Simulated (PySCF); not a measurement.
CHS2, SMILES S=C=[SH+], charge +1.

Geometry optimised at B3LYP-D3(BJ)/def2-TZVP. The isomer is the one that the SMILES or the coordinates give; other isomers of the formula were not compared.

These are M06-2X/def2-TZVPD (PySCF) values and carry that method's errors.

Gas-phase values at a fixed geometry.

Problem. Estimate the frontier levels, gap, dipole moment and polarisability. (Estimate from the structure and the level; the computed values follow.)

Solution. 
The highest occupied level is -15.45 eV. The lowest empty level is -8.31 eV. The orbital gap is 7.15 eV and the dipole moment about the centre of nuclear charge is 1.04 D. The mean static polarisability is 45.8 bohr³ (6.79 Å³) and the polarisability, principal values comes out as 29.7, 31.6, 76.2 bohr³.
